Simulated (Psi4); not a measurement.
C₂H₈Si, singlet, geometry from GFN2-xTB. Base run: SVWN/3-21G (Psi4).

The Psi4 input:
```
memory 2 GB

molecule {
0 1
  Si    0.03546107   -0.43348006   -0.37037273
  C     1.45753028    0.73873281    0.08712166
  C    -1.52290395    0.06040205    0.59567275
  H     0.40740896   -1.81447085   -0.03255476
  H    -0.23071309   -0.34547884   -1.81294296
  H     1.21576604    1.77029475   -0.15390745
  H     2.36525377    0.48151727   -0.45044984
  H     1.68282158    0.69510725    1.14919776
  H    -2.35613024   -0.59304426    0.35515928
  H    -1.82783780    1.07758693    0.36542227
  H    -1.36078226    0.00239943    1.66852748
}

set basis 3-21g

energy('svwn')
print_variables()
```

Variants of this job, named by their change:

```json
[
 {"change": "base", "ΔE vs base (mEh)": "0.000", "SCF cycles": "8", "grid points": "236918", "basis functions": "47"},
 {"change": "df_basis_scf = cc-pvtz-jkfit", "ΔE vs base (mEh)": "0.091", "SCF cycles": "8", "grid points": "236918", "basis functions": "47"},
 {"change": "dft_pruning_scheme = robust", "ΔE vs base (mEh)": "0.001", "SCF cycles": "8", "grid points": "162812", "basis functions": "47"},
 {"change": "scf_type = cd", "ΔE vs base (mEh)": "-0.192", "SCF cycles": "8", "grid points": "236918", "basis functions": "47"},
 {"change": "dft_radial_points = 150", "ΔE vs base (mEh)": "0.000", "SCF cycles": "8", "grid points": "470138", "basis functions": "47"},
 {"change": "damping_percentage = 50", "ΔE vs base (mEh)": "-0.003", "SCF cycles": "53", "grid points": "236918", "basis functions": "47"},
 {"change": "d_convergence = 1e-4", "ΔE vs base (mEh)": "0.000", "SCF cycles": "7", "grid points": "236918", "basis functions": "47"},
 {"change": "dft_radial_scheme = multiexp", "ΔE vs base (mEh)": "0.001", "SCF cycles": "8", "grid points": "247495", "basis functions": "47"},
 {"change": "guess = sadno", "ΔE vs base (mEh)": "0.000", "SCF cycles": "9", "grid points": "236918", "basis functions": "47"},
 {"change": "e_convergence = 1e-10", "ΔE vs base (mEh)": "0.000", "SCF cycles": "9", "grid points": "236918", "basis functions": "47"},
 {"change": "guess = huckel", "ΔE vs base (mEh)": "0.000", "SCF cycles": "9", "grid points": "236918", "basis functions": "47"},
 {"change": "dft_radial_points = 99", "ΔE vs base (mEh)": "0.000", "SCF cycles": "8", "grid points": "310922", "basis functions": "47"},
 {"change": "scf_type = mem_df", "ΔE vs base (mEh)": "0.000", "SCF cycles": "8", "grid points": "236918", "basis functions": "47"}
]
```
